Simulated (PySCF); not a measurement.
Shifts of the heteroatoms

Bonds (- single, = double, # triple, : aromatic): C1-O2, O2-Si3, Si3-C4, C4-C5, C5-C6, C6-F7, C6-F8, C5=C9, C9-F10, C9-Si3. C1 carries H11, H12, H13; Si3 carries H14; C4 carries H15, H16; C6 carries H17. Stereochemistry as in CO[Si@@H]1CC(C(F)F)=C1F. H16 is cis to O2 on the ring; H15 is trans to O2 on the ring.

- σ from GIAO-PBE0/pcSseg-1
- structure optimised with GFN2-xTB
- code: PySCF
- single conformer, one averaged value for each set of equivalent atoms, isolated molecule, non-relativistic

Q: Where does $^{19}$F resonate?

A: 
```json
{"atoms": "F10", "environment": "vinylic fluorine", "σ (ppm)": "262.4", "δ (ppm)": "-90.7"}
{"atoms": "F8", "environment": "fluorine of a CF2 group", "σ (ppm)": "311.9", "δ (ppm)": "-120.8"}
{"atoms": "F7", "environment": "fluorine of a CF2 group", "σ (ppm)": "312.9", "δ (ppm)": "-121.7"}
```

Shieldings were converted by a linear fit to measured shifts: $^{19}$F (scatter 6.0 ppm rms, 7.0 ppm with the 5 outliers that the fit left out vs CFCl3, solution or neat liquid, with a term for F on sp3 carbon). A few per cent of atoms miss by over 2 rms, more outside the fitted compound classes.

On a 500 MHz spectrometer $^{19}$F resonates near 470.5 MHz, so 1 ppm is 470.5 Hz.

Q: Predict the $^{29}$Si NMR data.

A: 
| atoms | environment | σ (ppm) | δ (ppm) |
| --- | --- | --- | --- |
| Si3 | silicon bonded to 2 C, O, H, in a 4-membered ring | 364.2 | -19.4 |

Shieldings were converted by a linear fit to measured shifts: $^{29}$Si: δ = 279.94 − 0.822σ (rms 8.9 ppm, 72 shifts, 25.8 ppm with the 6 outliers that the fit left out vs TMS, solution or neat liquid). Occasional misses reach two or three times the rms, and more in compound classes unlike the fitted ones.

On a 500 MHz spectrometer $^{29}$Si resonates near 99.3 MHz, so 1 ppm is 99.3 Hz.

Q: What are the $^{17}$O shifts?

A: 
```csv
atoms,environment,σ (ppm),δ (ppm)
O2,"oxygen bonded to C, Si",310.7,-16.3
```

Shieldings were converted by a linear fit to measured shifts: $^{17}$O (scatter 10.7 ppm rms, 12.2 ppm with the 3 outliers that the fit left out vs liquid water, solution or neat liquid). A few per cent of atoms miss by over 2 rms, more outside the fitted compound classes.

On a 400 MHz spectrometer $^{17}$O resonates near 54.2 MHz, so 1 ppm is 54.2 Hz.
